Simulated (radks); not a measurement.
The gallium ion Ga2+, [Ar] 3d10 4s1. All-electron calculation, non-relativistic Kohn-Sham, exchange-only PBE, spin-polarised, spherical densities, point nucleus. Program: a radial shooting solver on a logarithmic mesh with Libxc functionals. Every spin shell is full or empty, so the densities are truly spherical. Functionals are evaluated on that one density, not self-consistently. Rank these orbital-free kinetic functionals by their error against the exact value of the orbitals, and give that value: Thomas-Fermi, von Weizsacker, TF + vW/9, TF + vW/5, LC94, APBEK, revAPBEK, Perdew 92, Thakkar, Pearson, PG1, DePristo-Kress, Ernzerhof.

Answer. Exact: 1922.20 hartree. From best to worst, with 100 (|E| - |E exact|)/|E exact| (equal figures are ties): APBEK +0.01, LC94 -0.08, DePristo-Kress -0.17, revAPBEK +0.24, Ernzerhof -0.46, Thakkar -0.54, Perdew 92 -0.83, TF + vW/9 -0.84, Pearson -1.25, TF + vW/5 +3.50, Thomas-Fermi -6.27, PG1 +18.28, von Weizsacker -51.16.
